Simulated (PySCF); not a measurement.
B2F2H3N.
SMILES: `NBB(F)F`

Computed with PBE0-D3(BJ)/def2-SVP geometry optimisation, gas phase (PySCF 2.14.0).

Take the most abundant isotopes and a rigid rotor. 

Task: Give the principal moments of inertia and the rotational constants in cm⁻¹.

Result: Ia = 57.64, Ib = 165.90, Ic = 203.28 u·Å²; 505379 MHz·u·Å²/I gives 8768, 3046 and 2486 MHz, that is A = 0.29247, B = 0.10161, C = 0.08293 cm⁻¹.

Task: Classify the top.

Result: An asymmetric top: κ = (2 × 3046 − 8768 − 2486)/(8768 − 2486) = -0.82.

Task: What does the inertial defect say?

Result: Not planar: Δ = Ic − Ia − Ib = -20.26 u·Å². For a rigid frame Δ = −2 Σ m c², so Σ m c² = 10.13 u·Å² lies off the ab plane: 4.77 from hydrogen and 5.36 from heavier atoms. The atom farthest from that plane is 1.73 Å away.

Task: Give the other two planar moments, Paa and Pbb, and the rms extents of the mass along the axes.

Result: Paa = Σ m a² = (Ib + Ic − Ia)/2 = 155.77 and Pbb = Σ m b² = (Ia + Ic − Ib)/2 = 47.51 u·Å². With the mass M = 77.04 u, the rms extents √(P/M) along a, b and c are 1.42, 0.79, 0.36 Å.

Task: Give the coordinates in the principal-axis frame, origin at the centre of mass.

Result: The sense of each axis is arbitrary; atoms in the order of the calculation.
| atom | mass (u) | a (Å) | b (Å) | c (Å) |
| --- | --- | --- | --- | --- |
| N1 | 14.003 | -2.212 | -0.031 | -0.322 |
| B2 | 11.009 | -1.150 | 0.088 | 0.565 |
| B3 | 11.009 | 0.490 | 0.004 | 0.094 |
| F4 | 18.998 | 1.159 | -1.134 | -0.048 |
| F5 | 18.998 | 1.210 | 1.097 | -0.117 |
| H6 | 1.008 | -3.178 | 0.036 | -0.026 |
| H7 | 1.008 | -2.112 | -0.185 | -1.317 |
| H8 | 1.008 | -1.429 | 0.275 | 1.731 |

Task: List the rotational levels J(Ka,Kc) to J = 2 (MHz).

Result: Above 0(0,0):
J = 1: 1(0,1) 5532, 1(1,1) 11254, 1(1,0) 11814
J = 2: 2(0,2) 16558, 2(1,2) 21759, 2(1,1) 23439, 2(2,1) 40604, 2(2,0) 40643
The levels of one J sum to (2J + 1)J(J + 1)(A + B + C)/3.

Task: Which lines would a microwave search look for?

Result: The dipole components are |μa| = 2.95 D, |μb| = 0.14 D, |μc| = 1.09 D. The squared components, which scale the intensities, stand as 1.00 : 0.00 : 0.14 (a : b : c). Some lines, for components of 0.1 D or more:

```tsv
type	branch	J(Ka,Kc)	MHz	lower level (cm⁻¹)
a	Q	4(2,2) ← 4(2,3)	575	2.645
b	R	2(0,2) ← 1(1,1)	5304	0.375
a	Q	5(1,4) ← 5(1,5)	8354	2.820
b	Q	4(1,3) ← 4(0,4)	9268	1.826
c	Q	5(2,4) ← 5(1,4)	13986	3.098
b	R	2(1,2) ← 1(0,1)	16226	0.185
a	R	4(1,4) ← 3(1,3)	20936	1.251
a	R	4(2,3) ← 3(2,2)	22099	1.908
b	R	5(0,5) ← 4(1,4)	23252	1.949
a	R	5(0,5) ← 4(0,4)	26931	1.826
a	R	5(3,2) ← 4(3,1)	27815	3.651
c	R	2(2,0) ← 1(1,0)	28829	0.394
b	Q	5(3,2) ← 5(2,3)	29083	3.608
c	R	2(2,1) ← 1(1,1)	29350	0.375
b	Q	3(3,1) ← 3(2,2)	30032	1.908
b	R	3(2,2) ← 2(1,1)	33762	0.782
b	Q	5(4,2) ← 5(3,3)	41915	4.577
b	R	3(3,1) ← 2(2,0)	46590	1.356
c	R	3(3,0) ← 2(2,0)	46592	1.356
b	Q	5(5,0) ← 5(4,1)	53934	5.975
b	R	5(3,3) ← 4(2,2)	57340	2.664
b	R	5(4,2) ← 4(3,1)	69682	3.651
b	R	5(5,0) ← 4(4,1)	81683	5.050
```

Whether it is a minimum is left open (no frequencies). No vibrational averaging or centrifugal distortion is included, and the geometry carries the error of its method. Quadrupole hyperfine structure (11B, 14N) is left out.

Hardware: one thread of an Arm Neoverse V1, on a shared host. Cost: 20 s wall, 0.35 GiB resident at most. These figures are those of the optimisation.

The values belong to the conformer `[NH2:1][BH:2][B:3]([F:4])[F:5]`: N1–B2–B3–F4 -85°, H–N1–B2–B3 -179°, H–N1–B2–B3 1°.
